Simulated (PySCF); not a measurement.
Level of theory: core-valence-separated Tamm–Dancoff BHandHLYP/aug-pcX-1 (pcseg-1 on H, def2-SVPD on Ge) in PySCF, non-relativistic, gas phase, PBE0-D3(BJ)/def2-SVP geometry. BHandHLYP without relativity tends to put these K edges a few eV too low, so spacings mean more than positions.

Main lines of an unknown, eV (oscillator strength): C K: 285.7 (0.013), 285.8 (0.018), 285.9 (0.027), 286.1 (0.049), 286.6 (0.007). Listed: the first five lines at most of each edge with a tenth or more of its strongest line's intensity; roots within 0.03 eV on the same or equivalent atoms are summed. Only the lowest roots were sought, and the top ones are left out.

Question: Which candidate gives them?
A. `[CH]1([GeH3])CC1`
B. `C=[CH][GeH2][GeH3]`

Answer: A. 

- `[GeH3][CH]1CC1`: C K: 285.7 (0.013), 285.8 (0.018), 285.9 (0.027), 286.1 (0.049), 286.6 (0.007). First C line listed at 285.7 eV, hole on the sp3 carbon bound to germanium.
- `C=[CH][GeH2][GeH3]`: C K: 282.4 (0.051), 282.4 (0.069), 285.7 (0.017), 285.9 (0.008), 286.0 (0.029). First C line listed at 282.4 eV, hole on the terminal =CH2 carbon (1s→π*).

One conformer each; other structures than these candidates weren't tested.
